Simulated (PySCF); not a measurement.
One molecule, a ladder of functionals, a line

Molecule: SMILES [SiH3]N([SiH3])[SiH2]Cl, ClH₈NSi₃.

Numbering as in the mapped SMILES `[SiH3:1][N:2]([SiH3:3])[SiH2:4][Cl:5]`. Hydrogens are named by the atom that carries them.

GIAO shieldings (ppm, equivalent atoms averaged) in PySCF 2.14.0 with density-fitted response routines on the PBE0-D3(BJ)/def2-SVP geometry, basis pcSseg-1, gas phase, non-relativistic:

| functional | exact exchange (%) | σ(Si4) | σ(Si1/Si3) | σ(N2) | σ(Cl5) |
| --- | --- | --- | --- | --- | --- |
| BLYP | 0 | 337.6 | 373.5 | 241.4 | 874.9 |
| BP86 | 0 | 343.4 | 378.5 | 246.4 | 880.1 |
| PBE | 0 | 343.9 | 379.6 | 247.5 | 880.9 |
| B3LYP | 20 | 351.3 | 385.8 | 249.0 | 897.3 |
| PBE0 | 25 | 361.5 | 395.2 | 256.1 | 908.6 |
| mPW1PW91 | 25 | 360.8 | 393.8 | 255.2 | 908.6 |
| HF | 100 | 412.2 | 439.3 | 270.3 | 966.4 |

Question: Fit each shielding as a line in the percentage of exact exchange.

Answer: σ(Si4) = 341.5 + 0.71 x (rms 2.7 ppm); σ(Si1/Si3) = 377.1 + 0.62 x (rms 2.5 ppm); σ(N2) = 246.1 + 0.25 x (rms 2.7 ppm); σ(Cl5) = 881.1 + 0.88 x (rms 3.9 ppm). The functionals also differ in their semilocal parts, which the line can't hold; Hartree–Fock has no correlation at all.

Question: What does the line predict for BHandHLYP (50 %), and what does the run give?

Answer: σ(Si4): 377.0 predicted, 372.8 computed; σ(Si1/Si3): 408.1 predicted, 404.9 computed; σ(N2): 258.6 predicted, 257.9 computed; σ(Cl5): 925.1 predicted, 925.5 computed ppm.
